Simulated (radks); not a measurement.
The mean radii <r> (bohr) of the occupied orbitals of an atom or ion are listed with their occupations. Method: scalar-relativistic Kohn-Sham, exchange-only LDA, spin-polarised, spherical densities, point nucleus; computed with a radial shooting solver on a logarithmic mesh with Libxc functionals.

| orbital | occ. | <r> |
|---|---|---|
| 1s | 2 | 0.01605 |
| 2s | 2 | 0.06761 |
| 2p | 6 | 0.06143 |
| 3s | 2 | 0.1745 |
| 3p | 6 | 0.1764 |
| 3d | 10 | 0.1597 |
| 4s | 2 | 0.3827 |
| 4p | 6 | 0.4073 |
| 4d | 10 | 0.4252 |
| 4f | 14 | 0.4342 |
| 5s | 2 | 0.7762 |

Name the element and its charge. Open shells, if any, are filled with parallel spins first.

Answer. Z = 82, lead, charge +20: Pb20+ in [Kr] 4d10 4f14 5s2. The 1s radius gives Z: for a bare nucleus <r> = (2 gamma + 1)/(2Z) with gamma = sqrt(1 - (Z/c)^2), 0.01587 bohr for Z = 82, and screening makes it slightly larger (0.01605 here). The occupations add up to 62, and the charge is Z minus that.
